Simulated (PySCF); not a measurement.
# How methods differ on the ionisation energy of Ar⁺

Ar⁺ [Ne] 3s2 3p5 (2P) → Ar²⁺ [Ne] 3s2 3p4 (3P), as a difference of total energies. Computed with PySCF 2.14 in 6-31G*, with the non-relativistic Hamiltonian (point nucleus). Correlated levels: valence: [Ne] frozen. The calculations carry no spin-orbit coupling.

```json
{"method": "UHF", "ionisation energy (eV)": "26.385"}
{"method": "M06-2X", "ionisation energy (eV)": "27.698"}
{"method": "PBE0", "ionisation energy (eV)": "27.629"}
{"method": "MP2 (valence)", "ionisation energy (eV)": "26.948"}
{"method": "SCS-MP2 (valence)", "ionisation energy (eV)": "26.921"}
{"method": "CCSD (valence)", "ionisation energy (eV)": "26.883"}
{"method": "CCSD(T) (valence)", "ionisation energy (eV)": "26.889"}
```

Problem. How much does correlation contribute at CCSD(T) (valence)?

Solution. 26.889 − (26.385) = 0.504 eV, measured against UHF.

The reference lies between the lowest fine-structure levels, while these numbers refer to the centres of the terms.

Errors of the correlated levels include the incompleteness of this basis and the frozen core.

For comparison: 27.630 eV (measured; NIST Atomic Spectra Database, ionization energies).
